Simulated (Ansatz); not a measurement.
Isolated molecules relaxed with PBE0-D4/def2-TZVP in Ansatz; ΔE leaves out vibrations. CCSD(T)/CBS adds triple-zeta CCSD(T) − MP2 to the extrapolated MP2 energy (def2 sets, frozen cores). This one scheme is used for every species. Functionals use def2-TZVPP. B3LYP here is the variant with VWN-RPA as its local correlation; programs differ in this. HSE06 is defined as in plane-wave codes. Triplets are unrestricted, without spin–orbit coupling. Each species was taken in one conformer, which may not be the lowest.

Consider the formal loss of a carbene: `CS[SiH2]S` → `[CH2]` (triplet) + `S[SiH2]S`.

```json
{"level": "LDA (SPW92)", "ΔE (kJ/mol)": "502.2", "difference from CCSD(T)/CBS": "72.1"}
{"level": "PBE-D4", "ΔE (kJ/mol)": "440.1", "difference from CCSD(T)/CBS": "10.0"}
{"level": "revPBE-D4", "ΔE (kJ/mol)": "428.4", "difference from CCSD(T)/CBS": "-1.7"}
{"level": "r2SCAN-D4", "ΔE (kJ/mol)": "408.9", "difference from CCSD(T)/CBS": "-21.2"}
{"level": "B97M-V", "ΔE (kJ/mol)": "429.7", "difference from CCSD(T)/CBS": "-0.4"}
{"level": "PBE0-D4", "ΔE (kJ/mol)": "429.5", "difference from CCSD(T)/CBS": "-0.6"}
{"level": "B3LYP-D4", "ΔE (kJ/mol)": "424.9", "difference from CCSD(T)/CBS": "-5.2"}
{"level": "r2SCANh-D4", "ΔE (kJ/mol)": "406.8", "difference from CCSD(T)/CBS": "-23.3"}
{"level": "r2SCAN0-D4", "ΔE (kJ/mol)": "404.0", "difference from CCSD(T)/CBS": "-26.1"}
{"level": "HSE06-D4", "ΔE (kJ/mol)": "429.9", "difference from CCSD(T)/CBS": "-0.2"}
{"level": "BHLYP-D4", "ΔE (kJ/mol)": "411.5", "difference from CCSD(T)/CBS": "-18.6"}
{"level": "CAM-B3LYP-D4", "ΔE (kJ/mol)": "426.1", "difference from CCSD(T)/CBS": "-4.0"}
{"level": "ωB97X-V", "ΔE (kJ/mol)": "440.5", "difference from CCSD(T)/CBS": "10.4"}
{"level": "ωB97M-V", "ΔE (kJ/mol)": "432.4", "difference from CCSD(T)/CBS": "2.3"}
{"level": "B2PLYP", "ΔE (kJ/mol)": "420.0", "difference from CCSD(T)/CBS": "-10.1"}
{"level": "PBE-QIDH", "ΔE (kJ/mol)": "425.9", "difference from CCSD(T)/CBS": "-4.2"}
{"level": "revPBE", "ΔE (kJ/mol)": "407.0", "difference from CCSD(T)/CBS": "-23.1"}
{"level": "BLYP", "ΔE (kJ/mol)": "410.1", "difference from CCSD(T)/CBS": "-20.0"}
{"level": "r2SCAN", "ΔE (kJ/mol)": "406.7", "difference from CCSD(T)/CBS": "-23.4"}
{"level": "PBE0", "ΔE (kJ/mol)": "422.6", "difference from CCSD(T)/CBS": "-7.5"}
{"level": "B3LYP", "ΔE (kJ/mol)": "412.3", "difference from CCSD(T)/CBS": "-17.8"}
{"level": "r2SCANh", "ΔE (kJ/mol)": "404.5", "difference from CCSD(T)/CBS": "-25.6"}
{"level": "r2SCAN0", "ΔE (kJ/mol)": "401.5", "difference from CCSD(T)/CBS": "-28.6"}
{"level": "HSE06", "ΔE (kJ/mol)": "423.4", "difference from CCSD(T)/CBS": "-6.7"}
{"level": "BHLYP", "ΔE (kJ/mol)": "401.6", "difference from CCSD(T)/CBS": "-28.5"}
{"level": "CAM-B3LYP", "ΔE (kJ/mol)": "419.1", "difference from CCSD(T)/CBS": "-11.0"}
{"level": "LC-ωPBE", "ΔE (kJ/mol)": "416.6", "difference from CCSD(T)/CBS": "-13.5"}
{"level": "RPA@PBE/def2-TZVPP", "ΔE (kJ/mol)": "409.2", "difference from CCSD(T)/CBS": "-20.9"}
{"level": "MP2/def2-SVP", "ΔE (kJ/mol)": "416.1", "difference from CCSD(T)/CBS": "-14.0"}
{"level": "CCSD(T)/def2-SVP", "ΔE (kJ/mol)": "405.4", "difference from CCSD(T)/CBS": "-24.7"}
{"level": "HF/def2-TZVPP", "ΔE (kJ/mol)": "278.3", "difference from CCSD(T)/CBS": "-151.8"}
{"level": "MP2/def2-TZVPP", "ΔE (kJ/mol)": "431.8", "difference from CCSD(T)/CBS": "1.7"}
{"level": "SCS-MP2/def2-TZVPP", "ΔE (kJ/mol)": "431.3", "difference from CCSD(T)/CBS": "1.2"}
{"level": "CCSD/def2-TZVPP", "ΔE (kJ/mol)": "403.8", "difference from CCSD(T)/CBS": "-26.3"}
{"level": "CCSD(T)/def2-TZVPP", "ΔE (kJ/mol)": "416.6", "difference from CCSD(T)/CBS": "-13.5"}
{"level": "HF/def2-QZVPP", "ΔE (kJ/mol)": "278.3", "difference from CCSD(T)/CBS": "-151.8"}
{"level": "MP2/def2-QZVPP", "ΔE (kJ/mol)": "439.5", "difference from CCSD(T)/CBS": "9.4"}
{"level": "SCS-MP2/def2-QZVPP", "ΔE (kJ/mol)": "440.3", "difference from CCSD(T)/CBS": "10.2"}
{"level": "HF/CBS(def2)", "ΔE (kJ/mol)": "278.3", "difference from CCSD(T)/CBS": "-151.8"}
{"level": "MP2/CBS(def2)", "ΔE (kJ/mol)": "445.2", "difference from CCSD(T)/CBS": "15.1"}
{"level": "CCSD(T)/CBS", "ΔE (kJ/mol)": "430.1", "difference from CCSD(T)/CBS": "0"}
```

Largest T1 diagnostic among the species: 0.011.

From PBE to PBE0 (25 % exact exchange), in def2-TZVPP and without D4, ΔE moves by −9.6 kJ/mol. Leaving LDA and LC-ωPBE aside and taking each functional with its dispersion term where it has one, the values spread over 36.6 kJ/mol, from r2SCAN0-D4 to ωB97X-V. LDA lies +70.0 kJ/mol from PBE without D4.
